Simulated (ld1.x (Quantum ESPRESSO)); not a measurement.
**Varying the TM semilocal potential for caesium**

Base potential:

- Element: Cs (Z = 55)
- Generator: ld1.x (Quantum ESPRESSO) 7.5
- Type: norm-conserving Troullier–Martins (semilocal form)
- Functional: PBE
- Relativity: scalar-relativistic
- Frozen core: [Xe]
- Valence charge: 1
- Reference configuration: 5d0 6s1 6p0
- Partial waves: 6s (bound): rc 4.20 bohr; 6p (bound, empty): rc 3.95 bohr; 5d (bound, empty): rc 4.20 bohr
- Local potential: the d channel
- Core correction: Bessel-smoothed model core, default radius (core density twice the valence density)

Cutoffs, loose and tight: the cutoffs (Ry, on a coarse ladder) from which the occupation-weighted sum of valence levels, in a spherical-Bessel basis at the reference potential, stays within 10 and 1 mRy of its value at 400 Ry. They do not see the model core or the augmentation charge, which bear on the density cutoff. Test errors are all-electron minus pseudo excitation energies from the reference, over the configurations 5d0 6s0.5 6p0; 5d0 6s0 6p1; 5d1 6s0 6p0; 5d0.5 6s0.5 6p0. A dash means not determined; rows that change the core or the reference have their own tests.

A semilocal file is local in each channel, so a ghost entry of none says nothing of the separable form that plane-wave codes build from it.

| change | outcome | cutoff, loose | cutoff, tight | bound ghosts | largest test error (meV) |
| --- | --- | --- | --- | --- | --- |
| base | generated | 6 Ry | 6 Ry | none | -5.3 |
| wave 5d (bound): rc 4.20 bohr becomes 5d (bound): rc 2.72 bohr | generated | 6 Ry | 6 Ry | none | -5.9 |
| wave 5d (bound): rc 4.20 bohr becomes 5d (bound): rc 3.16 bohr | generated | 6 Ry | 6 Ry | none | -5.9 |
| wave 5d (bound): rc 4.20 bohr becomes 5d (bound): rc 3.48 bohr | generated | 6 Ry | 6 Ry | none | -5.9 |
| wave 5d (bound): rc 4.20 bohr becomes 5d (bound): rc 3.92 bohr | generated | 6 Ry | 6 Ry | none | -5.7 |
| wave 5d (bound): rc 4.20 bohr becomes 5d (bound): rc 4.24 bohr | generated | 6 Ry | 6 Ry | none | -5.3 |
| wave 5d (bound): rc 4.20 bohr becomes 5d (bound): rc 4.74 bohr | generated | 6 Ry | 6 Ry | none | -4.0 |
| wave 5d (bound): rc 4.20 bohr becomes 5d (bound): rc 5.22 bohr | generated | 6 Ry | 6 Ry | none | -3.1 |
| wave 5d (bound): rc 4.20 bohr becomes 5d (bound): rc 5.44 bohr | generated | 6 Ry | 6 Ry | none | -2.4 |
| wave 5d (bound): rc 4.20 bohr becomes 5d (bound): rc 5.88 bohr | generated | 6 Ry | 6 Ry | none | -1.8 |
| wave 5d (bound): rc 4.20 bohr becomes 5d (bound): rc 6.38 bohr | generated | 6 Ry | 6 Ry | none | -1.8 |

Reading the sweep of the d radius (base included, trends over the rows without a ghost): The loose cutoff stays near 6 Ry. The median size of the test errors (rows with all tests solved) falls from 1.8 meV at 2.72 to 0.5 meV at 6.38 bohr. This runs against the usual rule that a larger radius transfers worse; these runs do not show why.
